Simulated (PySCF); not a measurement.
Computed shifts of a molecule C4H13NSi, PySCF with PBE/pcSseg-1, GIAO, gas phase, atoms alike by connectivity averaged where their shifts nearly agree, in ppm (number of nuclei): ¹³C: 67.8 (1), 40.2 (1), 33.2 (1), 17.7 (1). ¹⁵N: 69.9 (1). ²⁹Si: -68.5 (1). ¹H: 4.37 (3), 3.18 (1), 3.14 (1), 2.89 (1), 2.80 (1), 2.24 (1), 1.75 (1), 1.55 (3), 0.08 (1). References: ¹³C against TMS (σ = 182.0 ppm); ¹⁵N against NH3 (σ = 267.0 ppm); ²⁹Si against TMS (σ = 335.4 ppm); ¹H against TMS (σ = 31.49 ppm), references at their B3LYP-D3(BJ)/def2-TZVP geometries, non-relativistic. The structure is a stationary point at PBE-D3(BJ)/def2-SVP. The values are those of a single conformer.

### Question
Identify the compound among the candidates.
A. CCN([SiH3])CC
B. CCC[Si@H](C)N
C. CN(C)[SiH](C)C
D. CCCNC[SiH3]

### Answer
D, CCCNC[SiH3]
